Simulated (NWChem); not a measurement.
The numbers come from NWChem runs, not from measurements. System: H$_{3}$OSi, charge 0, spin multiplicity 2, at a geometry optimised with UPBE/def2-SVP. The structure started from a generated list of species. Its SCF solution wasn't tested for a lower state. Level: UMP2/def2-TZVP, 6 core orbitals frozen.

Job file:

```
start mol
memory heap 200 mb stack 900 mb global 1100 mb
geometry units angstroms nocenter noautoz
  O     -0.061919     1.193636     0.000000
  Si     0.005330    -0.473775     0.000000
  H      1.519140    -0.656815     0.000000
  H     -0.549205    -1.129711    -1.238326
  H     -0.549205    -1.129711     1.238326
  symmetry group Cs
end
basis spherical
  * library def2-tzvp
end
scf
  uhf
  nopen 1
  maxiter 100
  thresh 1e-7
  semidirect memsize 60000000 filesize 0
  # guess.movecs holds the orbitals of an unrestricted PBE0 run
  vectors input guess.movecs output mol.movecs
end
mp2
  freeze core 6
end
task mp2 energy
```

NWChem printed:

```
             Northwest Computational Chemistry Package (NWChem) 7.3.0
             --------------------------------------------------------

                                NWChem Input Module
                                -------------------

 Scaling coordinates for geometry "geometry" by  1.889725989
 (inverse scale =  0.529177249)

 Turning off AUTOSYM since
 SYMMETRY directive was detected!

                             Geometry "geometry" -> ""
                             -------------------------

 Output coordinates in angstroms (scale by  1.889725989 to convert to a.u.)

  No.       Tag          Charge          X              Y              Z
 ---- ---------------- ---------- -------------- -------------- --------------
    1 O                    8.0000    -0.06191900     1.19363600     0.00000000
    2 Si                  14.0000     0.00533000    -0.47377500     0.00000000
    3 H                    1.0000     1.51914000    -0.65681500     0.00000000
    4 H                    1.0000    -0.54920500    -1.12971100    -1.23832600
    5 H                    1.0000    -0.54920500    -1.12971100     1.23832600

 Effective nuclear repulsion energy (a.u.)      55.7523259904

            Nuclear Dipole moment (a.u.)
            ----------------------------
        X                 Y               Z
 ---------------- ---------------- ----------------
    -0.0000037795     0.0000018897     0.0000000000

      Symmetry information
      --------------------

 Group name             Cs
 Group number              2
 Group order               2
 No. of unique centers     4

      Symmetry unique atoms

     1    2    3    4


 Summary of "ao basis" -> "" (spherical)
 ------------------------------------------------------------------------------
       Tag                 Description            Shells   Functions and Types
 ---------------- ------------------------------  ------  ---------------------
 *                         def2-tzvp                  on all atoms

 Summary of "ao basis" -> "ao basis" (spherical)
 ------------------------------------------------------------------------------
[...]
  AO/Fock/Back tols     =   1.0D-09  1.0D-09  1.0D-09

 GA uses MA = F    GA memory limited = T

 Available:
  local mem=  1.26D+08
 global mem=  1.44D+08
 local disk=  0.00D+00
  mp2_memr nvloc                    73
  nvloc new                    73
   1 passes of   7:        5242880                      40627                   6491491.
   1 passes of   7: M    126149901           G      144164408           F     120907021.

 Semi-direct pass number   1 of   1  for UHF alpha       at        3.8s
  vrange nnbf                  3729
  mp2_eaftype                    24  avail_ma_in_mb                  1099
 EAF : mp2_eaftype filesize          24    3245745.
  mp2_eaf for mointskh                     24
Node 0 wrote     15.2 Mb in      0.0 s     Agg I/O rate:  2214.0 Mb/s
 Done moints_semi at        7.7s
  mp2_eaftype                    24  avail_ma_in_mb                  1075
 EAF : mp2_eaftype filesize          24    3245745.
  mp2_eaf for kh                    24
 Done maket at        7.9s
 Done multipass loop at        7.9s

 GA uses MA = F    GA memory limited = T

 Available:
  local mem=  1.26D+08
 global mem=  1.44D+08
 local disk=  0.00D+00
  mp2_memr nvloc                    74
  nvloc new                    74
   1 passes of   6:        5242880                      37278                   5642025.
   1 passes of   6: M    126149901           G      144164408           F     120907021.

 Semi-direct pass number   1 of   1  for UHF beta        at        7.9s
  vrange nnbf                  3729
  mp2_eaftype                    21  avail_ma_in_mb                  1099
 EAF : mp2_eaftype filesize          21    2821012.
  mp2_eaf for mointskh                     21
Node 0 wrote     13.2 Mb in      0.0 s     Agg I/O rate:  2742.5 Mb/s
 Done moints_semi at       11.1s
  mp2_eaftype                    21  avail_ma_in_mb                  1078
 EAF : mp2_eaftype filesize          21    2821012.
  mp2_eaf for kh                    21
 Done maket at       11.2s
 Done multipass loop at       11.2s

          -------------------------------------------
          SCF energy                -365.562532517079
          Correlation energy          -0.305466687203
          Singlet pairs                0.000000000000
          Triplet pairs                0.000000000000
          Total MP2 energy          -365.867999204282
          -------------------------------------------

          ---------------------------------------------------
                    Spin Component Scaled (SCS) MP2
          Same spin pairs                     -0.061919707167
          Same spin scaling factor             0.333333333333
          Opposite spin pairs                 -0.243546980035
          Opposite spin scaling fact.          1.200000000000
          SCS-MP2 correlation energy          -0.312896278432
          Total SCS-MP2 energy              -365.875428795511
          ---------------------------------------------------

 -----------------------
 Performance information
 -----------------------

 Timer overhead =  2.79D-07 seconds/call

               Nr. of calls         CPU time (s)                 Wall time (s)                GFlops
             ---------------    -------------------     ------------------------------   -------------------
Name         Min   Avg   Max    Min     Avg     Max     Min     Avg     Max   Mx/calls   Min     Max     Sum
mp2: moin     2     2     2    7.0     7.0     7.0      7.0     7.0     7.0     3.5      0.0     0.0     0.0
mp2: make     2     2     2   0.24    0.24    0.24     0.24    0.24    0.24    0.12      0.0     0.0     0.0
mp2: tota     1     1     1    7.4     7.4     7.4      7.4     7.4     7.4     7.4      0.0     0.0     0.0

 The average no. of pstat calls per process was 5.00D+00
 with a timing overhead of 1.40D-06s

 Task  times  cpu:       11.1s     wall:       11.1s

 Total times  cpu:       11.2s     wall:       11.2s
```
